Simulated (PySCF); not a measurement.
Calculated properties of `S(CC)(c1ccccc1)(=O)=O`

Species: C₈H₁₀O₂S.
SMILES with atom numbers: `[CH3:1][CH2:2][S:3](=[O:4])(=[O:5])[c:6]1[cH:7][cH:8][cH:9][cH:10][cH:11]1` (hydrogens: H12, H13, H14 on C1; H15, H16 on C2; H17 on C7; H18 on C8; H19 on C9; H20 on C10; H21 on C11)

Structure used (PBE0-D3(BJ)/def2-SVP), in Å, numbered top down from 1:
```
atom  x, y, z in Å
C1     3.524    0.560   -0.150
C2     2.044    0.514   -0.471
S3     1.106    0.687    1.054
O4     1.353    2.035    1.567
O5     1.386   -0.494    1.870
C6    -0.595    0.595    0.530
C7    -1.213   -0.652    0.472
C8    -2.540   -0.723    0.057
C9    -3.229    0.442   -0.282
C10   -2.600    1.685   -0.203
C11   -1.272    1.770    0.209
H12    3.795   -0.258    0.533
H13    4.117    0.461   -1.071
H14    3.783    1.514    0.332
H15    1.722    1.337   -1.127
H16    1.733   -0.443   -0.916
H17   -0.654   -1.542    0.771
H18   -3.044   -1.691    0.009
H19   -4.272    0.381   -0.603
H20   -3.150    2.594   -0.455
H21   -0.758    2.729    0.306
```

Some functional groups and rings: benzene ring and sulfone.

From PBE0-D3(BJ)/def2-SVP geometry optimisation, gas phase (PySCF):

| Quantity | Value |
| --- | --- |
| Rotational constants A, B, C | 2.174, 0.621, 0.580 GHz |

**CAM-B3LYP/def2-SVPD ground state and vertical TDDFT (core frozen in the response) (PySCF)**

| Quantity | Value |
| --- | --- |
| Dipole moment | 5.15 D |
| HOMO energy | -9.22 eV |
| LUMO energy | -0.32 eV |
| HOMO–LUMO gap | 8.90 eV |
| Lowest singlet excitation | 5.39 eV (230 nm, f = 0.010) |
| Strongest line among the 10 lowest singlet transitions | S6 at 6.98 eV (178 nm, f = 0.879) |
| Lowest triplet excitation (Tamm–Dancoff) | 4.05 eV |
| Static isotropic polarisability | 118.3 au |
| Electronic spatial extent ⟨r²⟩ about the centre of nuclear charge | 2086 bohr² |

From PBE0/pcSseg-1 ground state and GIAO shieldings, non-relativistic (PySCF):

| Property | Result |
| --- | --- |
| Lowest Hirshfeld atomic charge | -0.32 e on O4/O5 |
| Highest Hirshfeld atomic charge | +0.51 e on S3 |
| 13C chemical shifts (computed TMS as zero) by class | 148.3 (C6), 138.7 (C9), 134.4 (C8/C10), 134.1 (C7/C11), 57.8 (C2), 6.1 (C1) ppm |
| 1H chemical shifts (computed TMS as zero) by class | 8.10 (H17/H21), 7.70 (H19), 7.65 (H18/H20), 2.39 (H15/H16), 1.60 (H12/H13/H14) ppm |
| Isotropic shieldings of nuclei other than C and H, by class | 146 (O4/O5), 194 (S3) ppm |
| Mayer bond orders between heavy atoms | C1–C2 1.04, C2–S3 0.87, S3–O4 1.69, S3–O5 1.68, S3–C6 0.90, C6–C7 1.37, C7–C8 1.42, C8–C9 1.43, C9–C10 1.43, C10–C11 1.42, C11–C6 1.38 |

Monoisotopic mass (most abundant isotopes): 170.0402 u.

In atomic units the dipole is 2.03 e·bohr (1 au = 2.5417 D). The principal polarisabilities are 86.2, 115.8 and 152.9 au; their mean is the isotropic value. With B = h/(8π²I), that is 505.379 GHz u Å² over I, the principal moments of inertia are 232.4, 814.1 and 871.1 u Å² (most abundant isotopes). No computed singlet falls in the visible range (750 to 380 nm, 1.65 to 3.26 eV); S1 lies 2.13 eV above its blue end. The polarisability is 17.53 Å³ as a volume (1 au = 0.148185 Å³), or 1.31 au for each of the 90 electrons. The vertical singlet–triplet gap S1 − T1 is 1.34 eV (TDDFT singlet less Tamm–Dancoff triplet; S1: HOMO→LUMO, weight 0.63, beside HOMO−1→LUMO+1, weight 0.34; T1: HOMO−1→LUMO, weight 0.54, beside HOMO→LUMO+1, weight 0.37). The largest Löwdin shares of the HOMO are 0.21 on C7, 0.20 on C10, 0.20 on C11 and 0.19 on C8. The largest Löwdin shares of the LUMO are 0.20 on C9, 0.19 on C6, 0.11 on C7 and 0.11 on C11.

 NMR classes are plain means over equivalent atoms (diastereotopic ones count apart unless rotation or inversion swaps them), as if these changed places fast; in this geometry the members of some classes differ.

One conformer stands for the species.
